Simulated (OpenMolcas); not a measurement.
# Rh²⁺: CASPT2 settings compared

```yaml
Program: OpenMolcas 26.06
Basis: ANO-RCC-VQZP [8s7p5d3f2g1h]
Scalar_Hamiltonian: DKH2, point nucleus
Active_space: 7 electrons in 5 orbitals (4d)
State_averaging: 2S+1 = 4 even, 10 roots; 2S+1 = 2 even, 28 roots kept (CI in the orbitals of an earlier block)
Spin-orbit_coupling: state interaction with AMFI integrals over the reference wave functions, term energies averaged over their components
```

Methods on the same reference wave functions:
A. CASSCF
B. SS-CASPT2, IPEA 0.3 Eh, no level shift (closed shells correlated: none)
C. XMS-CASPT2, IPEA 0.6 Eh, imaginary shift 0.05 Eh (closed shells correlated: none)
D. XMS-CASPT2, IPEA 0.75 Eh, sigma1 regulariser 0.05 Eh (closed shells correlated: none)

Energies in cm⁻¹ above 4d⁷ ⁴F_9/2, the measured ground level; measured values from the list in Shadmi, J. Res. Natl. Bur. Stand. 70A, 435 (1966).

| Level | A | B | C | D | Measured |
| --- | --- | --- | --- | --- | --- |
| 4d⁷ ⁴F_9/2 | 0.0 | 0.0 | 0.0 | 0.0 | 0.0 |
| 4d⁷ ⁴F_7/2 | 2114 | 2130 | 2120 | 2120 | 2148 |
| 4d⁷ ⁴F_5/2 | 3507 | 3490 | 3490 | 3490 | 3486 |
| 4d⁷ ⁴F_3/2 | 4379 | 4310 | 4330 | 4330 | 4322 |
| 4d⁷ ⁴P_3/2 | 15050 | 12050 | 11910 | 11970 | 10997 |
| 4d⁷ ⁴P_5/2 | 15056 | 11810 | 11690 | 11730 | 11062 |
| 4d⁷ ²G_9/2 | 15519 | 14180 | 15100 | 15260 |  |
| 4d⁷ ⁴P_1/2 | 16421 | 13280 | 13130 | 13180 |  |
| 4d⁷ ²G_7/2 | 17712 | 16370 | 17280 | 17450 |  |
| 4d⁷ ²H_11/2 | 20587 | 19090 | 20240 | 20390 |  |
| 4d⁷ ²P_1/2 | 22531 | 20760 | 20560 | 20780 |  |
| 4d⁷ ²D_5/2 | 22557 | 18790 | 19940 | 20150 |  |
| 4d⁷ ²H_9/2 | 22655 | 21180 | 22300 | 22450 |  |
| 4d⁷ ²D_3/2 [56 %] | 26109 | 23030 | 23690 | 23900 |  |

Deviations, from unrounded energies. A percentage is the sum of absolute deviations over the sum of measured energies, with the sign that they share, or ± where signs differ.

| Against measurement | Levels | A | B | C | D |
| --- | --- | --- | --- | --- | --- |
| mean absolute deviation (cm-1) | 5 | 1600 | 370 | 320 | 340 |
| fine structure of the ground term (%) | 3 | ±1.1 | ±0.3 | ±0.4 | ±0.4 |
| other terms of the ground configuration (%) | 2 | +36.5 | +8.2 | +7.0 | +7.5 |

C lies closest to measurement on these levels and A furthest from it. The largest miss of C in the table is 4d⁷ ⁴P_3/2, by +910 cm-1. The ranking rests on the paired levels alone, and a cruder setting can come out closer through cancelling errors.

Among B to D the level of the table that moves most is 4d⁷ ²D_5/2, by 1400 cm-1 (lowest in B, highest in D). Moves below CASPT2's spread within the term are not significant.

The mean deviations of B to D differ by less than CASPT2's widest spread within a term (1200 cm-1), so their order carries little weight.

From A to B the spin-free energies of the other terms of 4d⁷ shown, above ⁴F, scale by factors of 0.76 to 0.92, as is usual when dynamic correlation screens the repulsion within a d or f shell.

The lowest spin-free term lies below A's lowest term by 0.176 hartree in B, 0.175 hartree in C, 0.173 hartree in D.

CASPT2 breaks the degeneracy within a term, and the mean is taken; among the terms shown or strongly mixed into the levels shown the widest spread is 1200 cm-1 (4d⁷ ²G, D). Levels of configurations with an s electron are missing; early in the row they begin among the upper levels of the d shell and mix with terms of their name. Terms from blocks run as CI alone lack orbitals of their own. The CASPT2 spread within a term exceeds the gap to the next term for 4d⁷ ²P and 4d⁷ ²H, so the order of their levels is uncertain (figures for B; the like holds for C, D). Without dynamic correlation excited terms often stand tens of per cent too high (terms of higher spin than the ground term too low), and those without a measured partner can miss by more than the paired ones (holds for A). Computed and measured levels are paired by configuration, term and J; levels that our copy of the source lacks, or whose pairing is in doubt (as where it misses far off the trend of its configuration), stay unpaired and out of the deviations. Only configurations of the active space appear. The table leaves out levels that lie high or whose names do not pair safely across all columns.

A share in square brackets marks a mixed level and gives the weight of the term that names it, the lowest over the columns.
